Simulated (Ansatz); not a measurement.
What each rung costs, and what it gives

Saddle point of SiH5OF3, closed shell (SiH₂F₂ ([F][SiH2][F]) + H₂O + HF → SiH₂OF₂ ([OH][SiH]([F])[F]) + HF + H₂; bonds formed: Si1–O7, H2–H8, H6–F9; bonds broken: Si1–H2, H6–O7, H8–F9), PBE0-D4/def2-TZVP structure:

Si1  (-0.627, 0.420, -0.616)
H2  (-0.977, -0.793, 0.510)
F3  (-0.040, 1.535, -1.644)
F4  (-1.381, 1.419, 0.368)
H5  (-1.361, -0.399, -1.592)
H6  (1.158, -0.536, 0.734)
O7  (1.045, 0.015, -0.191)
H8  (-0.267, -1.062, 1.190)
F9  (0.721, -1.230, 1.720)
H10  (1.728, 0.630, -0.478)
(Å)

Barriers are electronic and count from the start structure reached by relaxing down the imaginary mode.

Program: Ansatz 0.2.0. Basis: as named in each row. Cores are frozen in the correlated methods. B3LYP uses VWN-RPA correlation. Extrapolation: Hartree–Fock as exp(−7.88 √X), correlation as X^−2.97.

Times are rough, for one single point on 8 threads of a shared host (Intel Xeon 6975P-C).

The estimate by CCSD(T) at an estimated basis limit (MP2 extrapolated from triple and quadruple zeta, plus CCSD(T) − MP2 in triple zeta) is 0.985 eV.

```csv
method,basis,time (s),barrier (eV),method less estimate
HF,STO-3G,under 1,1.619,0.634
PBE-D4,STO-3G,under 1,-0.979,-1.964
SPW92,def2-SVP,under 1,-0.154,-1.139
B3LYP-D4,6-31G,under 1,0.629,-0.357
PBE-D4,def2-SVP,under 1,0.449,-0.536
PBE0-D4,def2-SVP,under 1,0.652,-0.333
SPW92,def2-TZVPP,under 1,0.005,-0.980
PBE-D4,def2-TZVPP,under 1,0.581,-0.404
BLYP-D4,def2-TZVPP,under 1,0.773,-0.212
PBE0-D4,def2-TZVPP,under 1,0.733,-0.252
B3LYP-D4,def2-TZVPP,under 1,0.859,-0.127
BHLYP-D4,def2-TZVPP,under 1,1.040,0.054
wB97M-V,def2-SVP,under 1,0.768,-0.218
CAM-B3LYP-D4,def2-TZVPP,under 1,0.808,-0.177
r2SCAN-D4,def2-TZVPP,under 1,0.598,-0.387
r2SCAN0-D4,def2-TZVPP,1,0.733,-0.252
RPA on PBE,def2-TZVPP,1,1.011,0.026
CCSD(T),def2-SVP,1,1.111,0.126
B2PLYP,def2-TZVPP,1,0.923,-0.062
PBE-QIDH,def2-TZVPP,1,0.857,-0.129
wB97X-V,def2-TZVPP,2,0.889,-0.096
B97M-V,def2-TZVPP,2,0.805,-0.180
wB97M-V,def2-TZVPP,2,0.894,-0.091
MP2,def2-QZVPP,6,0.929,-0.056
CCSD(T),def2-TZVPP,21,0.994,0.009
```

All methods are single points on the PBE0-D4 structures; a negative value means that the method puts the saddle structure below the start.

T1 diagnostic: at most 0.012.

Labels in which every atom is bracketed show which atoms are joined, not bond orders.
